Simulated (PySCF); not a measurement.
CH₁₁ClSi₄, SMILES [SiH3][SiH]([SiH3])C[SiH2]Cl.

Coordinates come from a PBE0-D3(BJ)/def2-SVP optimisation. The structure was generated by enumeration, and PubChem lists no compound with its InChIKey, so it may never have been made. One conformer was computed; it need not be the lowest.

All values below come from SMD-B3LYP/6-31G* (PySCF).

Solvation free energies are E(SMD) − E(gas) at the gas-phase geometry, for 1 M in both phases. In vacuum the dipole moment is 2.04 D.

| solvent | ΔG(solv) (kcal/mol) | its non-electrostatic (CDS) part | dipole (D) |
|---|---|---|---|
| water | 2.7 | 5.6 | 2.95 |
| cyclohexanone | -2.4 | 0.2 | 2.85 |
| dichloromethane | -3.8 | -1.4 | 2.77 |
